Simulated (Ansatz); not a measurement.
Basis sets compared for the cluster Be₄S₄⁺. Total charge 1; doublet. Geometry PBE-D4/def2-SVP. Ansatz on 4 threads of Intel Xeon Platinum 8488C on a shared host; times are rough, and most runs start from earlier orbitals.

```xyz
8

Be    1.096   -1.555    0.638
Be    0.457    0.617   -0.977
Be   -1.306   -1.035    0.577
Be   -1.045    1.959   -0.101
S     2.074   -0.536   -0.702
S    -1.708    0.243   -0.861
S    -0.339   -2.210    1.717
S     0.771    2.518   -0.292
```

Another isomer (doublet) lies 0.90 eV lower at PBE0-D4/def2-TZVP; other spin states weren't run for this one.

| level | functions | energy (Eh) | HOMO (eV) | LUMO (eV) | wall time |
| --- | --- | --- | --- | --- | --- |
| PBE-D4/def2-SVP | 108 | -1650.4337 | -11.31 | -10.71 | 1.3 s |
| PBE0-D4/def2-SVP | 108 | -1650.5770 | -12.15 | -10.17 | 2.1 s |

Question: Estimate the rows for PBE-D4/def2-TZVP (with forces), PBE0-D4/def2-TZVP.

Answer: 
| level | functions | energy (Eh) | HOMO (eV) | LUMO (eV) | wall time |
| --- | --- | --- | --- | --- | --- |
| PBE-D4/def2-TZVP (with forces) | 224 | -1651.0585 | -11.07 | -10.49 | 3.5 s |
| PBE0-D4/def2-TZVP | 224 | -1651.2014 | -11.90 | -9.90 | 7.5 s |
